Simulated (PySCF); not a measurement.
An unknown shows these calculated signals:

¹H NMR (400 MHz, computed): δ 7.62 (m, 2H), 7.62 (m, 2H), 7.59 (m, 1H), 3.50 (s, 3H), 0.54 (br s, 2H), 0.36 (s, 3H).

¹³C{¹H} NMR (computed): δ 149.7 (C), 137.5 (CH), 134.4 (CH), 133.1 (CH), 3.4 (CH3).

- geometry from GFN2-xTB
- shieldings: GIAO PBE0/pcSseg-1
- run in PySCF 2.14.0 with density-fitted response routines
- isolated molecule, equivalent nuclei averaged, single conformer, no relativistic terms

δ = σ(ref) − σ, references computed at the same level: ¹H (σref 31.72) and ¹³C (σref 186.93) vs TMS.

**Question.** Which of these does the molecule contain: a three-membered ring, a methoxy group, a benzene ring, an NH or NH2 group, a Si–CH3 group, a nitrile?

**Answer.** 
- A three-membered ring: no.
- A methoxy group: no.
- A benzene ring: yes.
- An NH or NH2 group: yes (δH 0.54 (br s)).
- A Si–CH3 group: yes (δC 3.4; δH 0.36 (s)).
- A nitrile: no.

The data belong to `C[Si@@](N)([SiH3])c1ccccc1`, C$_{7}$H$_{13}$NSi$_{2}$; they needn't prove each group on their own.

Carbon signals by region: 4 in the sp2 and nitrile region (100–160 ppm), 1 below 50 ppm.

Exchangeable OH/NH protons stand at their gas-phase positions; hydrogen bonding in a real sample shifts them, mostly to higher δ. Shifts are as computed. Against solution values, carbons near 30 ppm lie about +3 ppm off and those near 130 ppm about +5 ppm. Of 1309 compounds with measured shifts, 239 miss one by over three times the rms of a fit or turn the order of signals round; such compounds aren't used in these exercises. No couplings were computed; multiplicities are counted from neighbouring protons, with m where these are inequivalent, close in shift, in a saturated or five-membered ring or joined by F or P, and br s for small geminal =CH2 splittings.
